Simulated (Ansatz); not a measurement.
The cluster Zr₂S₂⁺, relaxed as a doublet with UKS B3LYP-D4/def2-SVP in Ansatz, starting from the GFN1-xTB geometry. Force threshold 0.02 eV/Å.

In the def2 sets Zr takes a core potential; there is no spin–orbit coupling. The structure comes from a short search, and lower isomers may exist.

Start:

Cartesian coordinates in Å:
```
Zr 0.0202 -1.0582 -1.0207
Zr -0.0211 1.0588 1.0196
S 1.4016 0.9135 -0.9193
S -1.4008 -0.9141 0.9203
```

| step | energy (eV) | largest force component (eV/Å) | SCF passes |
| --- | --- | --- | --- |
| 1 | -24221.6276 | 0.288 | 187 |
| 2 | -24221.6868 | 0.337 | 75 |
| 3 | -24221.6910 | 0.164 | 66 |
| 4 | -24221.6940 | 0.043 | 63 |
| 5 | -24221.6943 | 0.015 | 60 |
| 6 | -24221.6943 | 0.003 | 56 |
| 7 | -24221.6943 | 0.004 | 57 |
| 8 | -24221.7511 | 0.491 | 104 |
| 9 | -24222.1119 | 1.257 | 94 |
| 10 | -24222.3158 | 0.982 | 69 |
| 11 (rejected) | -24222.3004 | 0.724 | 64 |
| 12 | -24222.4175 | 0.128 | 59 |
| 13 | -24222.4192 | 0.110 | 54 |
| 14 | -24222.4199 | 0.008 | 53 |

Force components are those of the run's own axes.

End:

```xyz
4

Zr   -0.2514   -0.7575   -1.1358
Zr   -0.3030    1.1636    0.6941
S     1.6149    0.6689   -0.6567
S    -1.0604   -1.0749    1.0984
```

By distances, no bond broke or formed. The bond that changes most is Zr1–S4, from 2.41 to 2.40 Å (atoms count from 1).

The force fell under the threshold at step 5, but the optimiser went on and released 0.726 eV more. No frequencies were taken in this run, so the end may be a saddle point.

It took 69 s on 4 threads of Arm Neoverse V2 on a shared host.
